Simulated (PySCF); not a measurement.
# BeH⁺: energy against distance

Set-up: PySCF, no relativity, basis sets Be pcseg-2, H pcseg-2. Energies in eV from Be⁺ + H in their ground configurations at the same level. All curves are PBE0. state 1: ¹Σ⁺ (singlet), closed shell; state 2: triplet, unpaired electrons σ ↑↑, a second solution, started from another occupation.

| R (Å) | state 1 | state 2 |
| --- | --- | --- |
| 1.137 | -2.584 | 2.3684 |
| 1.190 | -2.779 | 1.9415 |
| 1.243 | -2.895 | 1.5881 |
| 1.282 | -2.939 | 1.3637 |
| 1.322 | -2.952 | 1.1681 |
| 1.362 | -2.940 | 0.9978 |
| 1.415 | -2.891 | 0.8050 |
| 1.481 | -2.788 | 0.6084 |
| 1.560 | -2.620 | 0.4246 |
| 1.666 | -2.346 | 0.2464 |

Problem. Put a parabola through the three lowest points of the state 1 curve and estimate Re, k and ωe (reduced mass 0.9065 u; 1 eV/Å² = 0.16022 mdyn/Å; ωe = 1302.8·√(k/μ) cm⁻¹).

Solution. Through R = 1.282, 1.322, 1.362 Å the second-order coefficient is 7.81 eV/Å², so Re ≈ 1.323 Å, k ≈ 2.50 mdyn/Å and ωe ≈ 2165 cm⁻¹. A polynomial fit of higher order to the unrounded PBE0 energies gives Re = 1.322 Å, k = 2.61 mdyn/Å, ωe = 2211 cm⁻¹; anharmonicity and rounding make the difference.

The higher-order fit for each curve: state 1: Re = 1.322 Å, ωe = 2211 cm⁻¹, De = 2.95 eV. State 2 gave no clean fit.

For an ion De counts to the pair picked by the measured ionisation energies or electron affinities, which need not be the lowest pair at this level.
